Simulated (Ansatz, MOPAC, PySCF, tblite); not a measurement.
Dissociation curve of AsH, triplet.

Levels of theory: UKS-PBE = unrestricted PBE/cc-pVDZ run with Ansatz (a program for electronic structure); GFN2-xTB, 300 K electronic temperature (tblite); ROCCSDT(Q) = CCSDT(Q)/B on ROHF/cc-pVDZ, cores with 3d frozen (Ansatz); UKS-BP86/6-31G* = unrestricted BP86/6-31G*, spherical d (PySCF); AM1, unrestricted, heats of formation (MOPAC).

Energies are in kJ/mol, each relative to the lowest point of its own curve near equilibrium.

```json
[
 {"R / Å": "1.15", "UKS-PBE": "247.6", "GFN2-xTB": "225.8", "ROCCSDT(Q)": "245.0", "UKS-BP86/6-31G*": "251.5", "AM1": "162.4"},
 {"R / Å": "1.22", "UKS-PBE": "148.9", "GFN2-xTB": "___", "ROCCSDT(Q)": "145.4", "UKS-BP86/6-31G*": "151.2", "AM1": "100.3"},
 {"R / Å": "1.30", "UKS-PBE": "74.8", "GFN2-xTB": "48.4", "ROCCSDT(Q)": "71.3", "UKS-BP86/6-31G*": "75.9", "AM1": "50.4"},
 {"R / Å": "1.36", "UKS-PBE": "39.2", "GFN2-xTB": "21.2", "ROCCSDT(Q)": "36.4", "UKS-BP86/6-31G*": "40.0", "AM1": "25.4"},
 {"R / Å": "1.44", "UKS-PBE": "11.6", "GFN2-xTB": "3.9", "ROCCSDT(Q)": "10.0", "UKS-BP86/6-31G*": "11.9", "AM1": "6.0"},
 {"R / Å": "1.47", "UKS-PBE": "5.8", "GFN2-xTB": "1.2", "ROCCSDT(Q)": "___", "UKS-BP86/6-31G*": "6.0", "AM1": "2.3"},
 {"R / Å": "1.53", "UKS-PBE": "0.0", "GFN2-xTB": "0.0", "ROCCSDT(Q)": "0.0", "UKS-BP86/6-31G*": "0.0", "AM1": "0.0"},
 {"R / Å": "1.60", "UKS-PBE": "1.0", "GFN2-xTB": "___", "ROCCSDT(Q)": "2.3", "UKS-BP86/6-31G*": "0.8", "AM1": "5.0"},
 {"R / Å": "1.62", "UKS-PBE": "2.5", "GFN2-xTB": "5.5", "ROCCSDT(Q)": "4.1", "UKS-BP86/6-31G*": "2.2", "AM1": "7.8"},
 {"R / Å": "1.69", "UKS-PBE": "11.1", "GFN2-xTB": "13.7", "ROCCSDT(Q)": "13.8", "UKS-BP86/6-31G*": "10.6", "AM1": "___"},
 {"R / Å": "1.76", "UKS-PBE": "23.6", "GFN2-xTB": "24.2", "ROCCSDT(Q)": "27.2", "UKS-BP86/6-31G*": "23.0", "AM1": "40.0"},
 {"R / Å": "1.91", "UKS-PBE": "58.5", "GFN2-xTB": "52.0", "ROCCSDT(Q)": "62.7", "UKS-BP86/6-31G*": "57.4", "AM1": "91.4"},
 {"R / Å": "2.08", "UKS-PBE": "103.5", "GFN2-xTB": "___", "ROCCSDT(Q)": "105.8", "UKS-BP86/6-31G*": "102.1", "AM1": "156.5"},
 {"R / Å": "2.29", "UKS-PBE": "158.1", "GFN2-xTB": "137.5", "ROCCSDT(Q)": "153.4", "UKS-BP86/6-31G*": "156.7", "AM1": "219.1"},
 {"R / Å": "2.54", "UKS-PBE": "211.2", "GFN2-xTB": "193.4", "ROCCSDT(Q)": "—", "UKS-BP86/6-31G*": "211.6", "AM1": "___"},
 {"R / Å": "2.73", "UKS-PBE": "238.2", "GFN2-xTB": "231.0", "ROCCSDT(Q)": "—", "UKS-BP86/6-31G*": "241.4", "AM1": "306.3"},
 {"R / Å": "3.05", "UKS-PBE": "262.8", "GFN2-xTB": "282.3", "ROCCSDT(Q)": "—", "UKS-BP86/6-31G*": "270.6", "AM1": "323.5"},
 {"R / Å": "3.37", "UKS-PBE": "273.0", "GFN2-xTB": "319.1", "ROCCSDT(Q)": "—", "UKS-BP86/6-31G*": "284.3", "AM1": "330.1"},
 {"R / Å": "3.79", "UKS-PBE": "278.0", "GFN2-xTB": "347.8", "ROCCSDT(Q)": "—", "UKS-BP86/6-31G*": "291.8", "AM1": "332.7"},
 {"R / Å": "4.16", "UKS-PBE": "279.6", "GFN2-xTB": "359.6", "ROCCSDT(Q)": "—", "UKS-BP86/6-31G*": "294.4", "AM1": "333.2"},
 {"R / Å": "4.57", "UKS-PBE": "280.3", "GFN2-xTB": "365.1", "ROCCSDT(Q)": "—", "UKS-BP86/6-31G*": "295.6", "AM1": "333.4"},
 {"R / Å": "5.34", "UKS-PBE": "280.7", "GFN2-xTB": "—", "ROCCSDT(Q)": "—", "UKS-BP86/6-31G*": "296.2", "AM1": "333.4"},
 {"R / Å": "6.12", "UKS-PBE": "280.7", "GFN2-xTB": "—", "ROCCSDT(Q)": "—", "UKS-BP86/6-31G*": "296.3", "AM1": "—"}
]
```

Question: Fill in the missing entries.

Answer: 
- 1.22, GFN2-xTB: 116.7
- 1.47, ROCCSDT(Q): 4.7
- 1.60, GFN2-xTB: 3.7
- 1.69, AM1: 21.3
- 2.08, GFN2-xTB: 88.5
- 2.54, AM1: 286.0

A dash means that the run gave no value there, or that the column was ended at a point which the program doubted or which failed a test of continuity chosen for this set; such a test can also cut sound points.

The unrestricted determinant behind UKS-PBE, UKS-BP86/6-31G* is spin-contaminated at 2.54 to 6.12 Å (<S²> up to 3.0, against 2.00 for a pure triplet). The T1 diagnostic of CCSD on the restricted reference of ROCCSDT(Q) exceeds 0.045 at 2.29 to 2.73 Å.
